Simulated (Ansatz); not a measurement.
# Pulling the pair apart

The pair of CO (SMILES [C-]#[O+], atoms 1–2) and H2Te (SMILES [TeH2], atoms 3–5), both closed shells, in one local arrangement (a lower one may exist), relaxed at PBE0-D4/def2-TZVP:

```xyz
5
angstrom
C -0.9028 0.3254 -1.7930
O -1.6759 -0.4481 -2.0514
Te 0.5060 -0.4313 1.7888
H 0.4001 1.1801 1.4253
H 1.6726 -0.6261 0.6303
```

H2Te is shifted rigidly along the line between the mean atom positions of the two fragments (negative: closer). Counterpoise interaction energies in kcal/mol. Ansatz 0.2.0; basis: def2-TZVPPD; cores frozen in the correlated methods. Filled d shells of the heavier atoms are correlated. Core potentials replace the inner electrons of the atoms past krypton. The def2 sets are not built for correlating such inner shells, so the correlated values are less sure here. B3LYP uses VWN-RPA correlation.

```json
{"shift (Å)": "-0.39", "MP2": "0.27", "PBE-D4": "-0.79", "B3LYP-D4": "-0.17"}
{"shift (Å)": "-0.20", "MP2": "-0.24", "PBE-D4": "-1.03", "B3LYP-D4": "-0.55"}
{"shift (Å)": "0.00", "MP2": "-0.46", "PBE-D4": "-1.05", "B3LYP-D4": "-0.67"}
{"shift (Å)": "0.20", "MP2": "-0.53", "PBE-D4": "-0.98", "B3LYP-D4": "-0.64"}
{"shift (Å)": "0.47", "MP2": "-0.51", "PBE-D4": "-0.80", "B3LYP-D4": "-0.52"}
{"shift (Å)": "0.98", "MP2": "-0.35", "PBE-D4": "-0.49", "B3LYP-D4": "-0.28"}
{"shift (Å)": "1.96", "MP2": "-0.14", "PBE-D4": "-0.14", "B3LYP-D4": "-0.06"}
{"shift (Å)": "3.92", "MP2": "-0.03", "PBE-D4": "0.01", "B3LYP-D4": "0.03"}
```

At the largest shift the D4 term itself is slightly repulsive (PBE-D4 +0.9 meV, B3LYP-D4 +1.7 meV): a quirk of that model, not of the functional.

(1) What does CCSD(T) give at these shifts? (To be estimated.)

No T1 diagnostic of these runs exceeds 0.014.

## Answers

(1) Computed: 0.52, -0.06, -0.33, -0.43, -0.43, -0.31, -0.13, -0.02 kcal/mol. For zero shift, CCSD(T) at an estimated basis limit (MP2 extrapolated from triple and quadruple zeta, plus CCSD(T) − MP2 in triple zeta) gives -0.52 kcal/mol. These are counterpoise interaction energies, counted from the two frozen fragments.

For scale, one of the runs: CCSD(T)/def2-TZVPPD, 170 basis functions, launched by `ansatz run in.yaml --threads 2 --pin off --events-out ev --progress --plain --max-ram 5222MiB`. Time: 58 s of wall clock on 2 CPU threads of an Arm Neoverse V1; the host was shared. Peak host memory: 1.7 GiB.
